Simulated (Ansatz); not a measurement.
Species: SiO2, charge 0, singlet. SiO2 (dioxosilane, SMILES O=[Si]=O).
B3LYP-D3(BJ)/def2-TZVP minimum from Ansatz (a program for electronic structure):
```
Si
O 1 1.5101
O 1 1.5101 2 180.00
```

Property: atomisation energy (electronic, to ground-state atoms), in kcal/mol. Radicals and triplets start from unrestricted determinants; spin-orbit coupling is neglected. CBS(X,Y): correlation extrapolated as X^-3, Hartree-Fock from the larger set (Q,5: extrapolated as (X+1)exp(-9√X)). A bracket is a step between two methods taken in the basis named. Functionals run without relativity, which enters their misses. 'core' is core correlation in cc-pwCVTZ (1s frozen past Ne), 'X2C' scalar relativity in cc-pVTZ-DK, both at CCSD(T). The T1 diagnostic of O2Si (O=[Si]=O, singlet) reaches 0.027 in the sets run.

CCSD(T)/CBS(cc-pV(Q+d)Z,cc-pV(5+d)Z) + [CCSDT(Q) - CCSD(T)]/cc-pV(T+d)Z + [CCSDTQ - CCSDT(Q)]/cc-pV(D+d)Z + core + X2C (Ansatz) gives 298.0 kcal/mol.

### Question
How far off this value is PBE/def2-TZVPD (Ansatz), in which direction, and which of these levels come nearer: r2SCAN/def2-TZVPD, PBE0/def2-TZVPD, CCSD(T)/CBS(cc-pV(Q+d)Z,cc-pV(5+d)Z) + core + X2C?

### Answer
PBE gives 308.9 kcal/mol, 10.9 kcal/mol above it. Differences of the others: r2SCAN/def2-TZVPD (Ansatz) -1.8; PBE0/def2-TZVPD (Ansatz) -13.8; CCSD(T)/CBS(cc-pV(Q+d)Z,cc-pV(5+d)Z) + core + X2C (Ansatz) -0.5 kcal/mol. Nearer than PBE: r2SCAN/def2-TZVPD, CCSD(T)/CBS(cc-pV(Q+d)Z,cc-pV(5+d)Z) + core + X2C.
